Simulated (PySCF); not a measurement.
Run record: excited-state job, `C(/CB(F)F)=N\[H]`.

Computed with TDDFT CAM-B3LYP/def2-SVPD, vertical, gas phase, core orbitals frozen in the response (PySCF 2.14.0, density-fitted response routines). Geometry: GFN2-xTB. The input is one job of a driver script: a line of settings, then coordinates in Å.

Command:
```bash
OMP_NUM_THREADS=1 python probes_run.py task.json out
```

Input:
```
{"job": {"kind": "uv", "xc": "CAM-B3LYP", "basis": "def2-SVPD", "nstates": 8, "ntriplets": 3}, "charge": 0, "multiplicity": 1}
N     -1.856301     0.570325    -0.524694
C     -1.014122    -0.031269     0.180703
C      0.282292    -0.473583    -0.419815
B      1.549035     0.202256     0.244648
F      1.539322     0.763930     1.434379
F      2.723067     0.223727    -0.348121
H     -2.711798     0.852182    -0.052508
H     -1.131057    -0.268119     1.247299
H      0.370410    -1.557181    -0.291387
H      0.258035    -0.277614    -1.493032
```

Task: Estimate the output.

Result: 
```
coarse grid: 8976 points
cycle   1  E = -357.4927098161  dE =  7.662e-01  |g| = 7.073e-01  |ddm| = 4.362e+00
cycle   2  E = -357.4472477335  dE =  4.546e-02  |g| = 9.204e-01  |ddm| = 2.328e+00
cycle   3  E = -357.5932931887  dE = -1.460e-01  |g| = 7.132e-02  |ddm| = 1.382e+00
cycle   4  E = -357.5941985439  dE = -9.054e-04  |g| = 4.176e-02  |ddm| = 1.698e-01
cycle   5  E = -357.5945612679  dE = -3.627e-04  |g| = 1.005e-02  |ddm| = 7.592e-02
cycle   6  E = -357.5945811976  dE = -1.993e-05  |g| = 3.113e-03  |ddm| = 2.132e-02
cycle   7  E = -357.5945834752  dE = -2.278e-06  |g| = 6.198e-04  |ddm| = 5.388e-03
final grid: 89312 points
cycle   8  E = -357.6427203836  dE = -4.340e-05  |g| = 3.129e-03  |ddm| = 5.645e-02
cycle   9  E = -357.6427211758  dE = -7.923e-07  |g| = 2.601e-03  |ddm| = 1.145e-02
cycle  10  E = -357.6427227701  dE = -1.594e-06  |g| = 3.015e-04  |ddm| = 5.218e-03
cycle  11  E = -357.6427227765  dE = -6.424e-09  |g| = 2.648e-04  |ddm| = 1.153e-03
cycle  12  E = -357.6427227915  dE = -1.495e-08  |g| = 2.149e-05  |ddm| = 4.106e-04
cycle  13  E = -357.6427227916  dE = -1.229e-10  |g| = 9.498e-06  |ddm| = 7.320e-05
converged SCF energy = -357.6427227916

Static polarisability (au): isotropic 45.382, principal 37.248 42.875 56.025

Singlet excitations
state   eV       nm        f      main configurations
  1   5.3373    232.3   0.00187   H->L+1 0.62, H->L 0.36
  2   7.1182    174.2   0.00359   H->L 0.39, H->L+1 0.24, H->L+3 0.17
  3   7.5011    165.3   0.01613   H->L+2 0.61, H->L+3 0.31
  4   7.9759    155.4   0.02384   H->L+3 0.33, H->L 0.17, H->L+2 0.12
  5   8.1890    151.4   0.00240   H-1->L+2 0.51, H-1->L 0.23, H-1->L+1 0.15
  6   8.4727    146.3   0.33936   H-1->L+1 0.50, H-1->L 0.21
  7   8.5684    144.7   0.00954   H-1->L 0.29, H-1->L+2 0.25, H-1->L+3 0.25
  8   8.7686    141.4   0.14372   H->L+5 0.69, H->L+4 0.10, H->L+3 0.08

Triplet excitations (Tamm-Dancoff, eV): 4.5191 5.2544 6.8981
```

The SCF starts on a coarse grid where the log names one; the energy can jump when the final grid takes over, and dE then counts from the start density on the new grid. H and L stand for HOMO and LUMO; the number after each pair is its weight.

Task: Which computed singlet has the largest oscillator strength, and what do all of them sum to?

Result: State 6 at 8.47 eV (146 nm), f = 0.339; the 8 states sum to 0.540.

Task: How does the lowest singlet excitation compare with the HOMO–LUMO gap?

Result: HOMO -9.19 eV and LUMO 0.81 eV give a gap of 10.00 eV; S1 at 5.34 eV lies 4.66 eV below it.

Summary of the converged run: HOMO -9.19 eV, LUMO 0.81 eV; lowest singlet 5.34 eV; lowest triplet 4.52 eV (Tamm–Dancoff); mean polarisability 45.4 au.

Task: How long does this job take on one thread, Arm Neoverse V1 (aarch64) (shared host)? And the peak memory of the process?

Result: About 21 s, with 0.68 GiB resident at the peak, the Python interpreter and its libraries included.

One conformer stands for the species.
Labels such as C1 count atoms from 1, the log's own numbers from 0.
